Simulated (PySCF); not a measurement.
# Substituent chemical shifts

Parent skeleton `[BH2-:1]1[O:2][CH:3]=[CH:4][CH:5]=[O+:6]1`; one hydrogen on atom 4 is replaced by X. Hydrogens on one atom are averaged.

No solvent, rapidly exchanging positions averaged, non-relativistic Hamiltonian, single conformer. PBE0/pcSseg-1 with gauge-including orbitals; geometry: PBE0-D3(BJ)/def2-SVP; PySCF 2.14.0 with density-fitted response routines.

Shifts are taken against calculated references (same method and geometry level): BF3·OEt2 for 11B; 17O against H2O; 13C and 1H against TMS.

Parent (X = H): B1 4.4, O2 288.4, C3 186.2, C4 101.7, C5 186.2, O6 288.4, H(B1) 4.27, H(C3) 7.46, H(C5) 7.46 ppm. Effects are Δδ = δ(X) − δ(H), positive for deshielding.

(1) Give Δδ (ppm) for X = OiPr, iPr, OC2H5, cPr, 2-furyl, cPent.

(2) Which position responds most, and to which substituents?

Answers

(1) 
```
      X                       SMILES    B1     O2     C3     C4     C5     O6  H(B1)  H(C3)  H(C5)
   OiPr     CC(C)OC1=CO[BH2-][O+]=C1  -5.7  -15.6   -1.8  +43.3   -1.8  -15.6  -0.64  +0.36  +0.36
    iPr      CC(C)C1=CO[BH2-][O+]=C1  -5.2   -6.5   +0.2  +24.6   +0.2   -6.5  -0.52  +0.26  +0.26
  OC2H5        CCOC1=CO[BH2-][O+]=C1  -6.0  -29.0  -12.3  +45.0  -12.3  -29.0  -0.72  +0.22  +0.22
    cPr    [BH2-]1OC=C(C2CC2)C=[O+]1  -0.1  -11.7   -1.1  +11.7   -4.7   -9.7  +0.00  -0.03  -0.57
2-furyl  [BH2-]1OC=C(c2ccco2)C=[O+]1  -0.2   -3.0   -3.0   +6.8   -3.0   -3.0  +0.05  +0.66  +0.66
  cPent  [BH2-]1OC=C(C2CCCC2)C=[O+]1  -0.3  -17.3   -1.4  +17.9   +1.6   +0.7  +0.00  -0.19  +0.10
```

(2) C4: from +6.8 ppm with 2-furyl to +45.0 ppm with OC2H5.

Unscaled 17O shifts of doubly bonded oxygen tend to come out too high, by tens of ppm or more. Experimental scales use liquid or dissolved standards, which lie at an offset from isolated H2O (liquid H2O: subtract about 36 ppm).
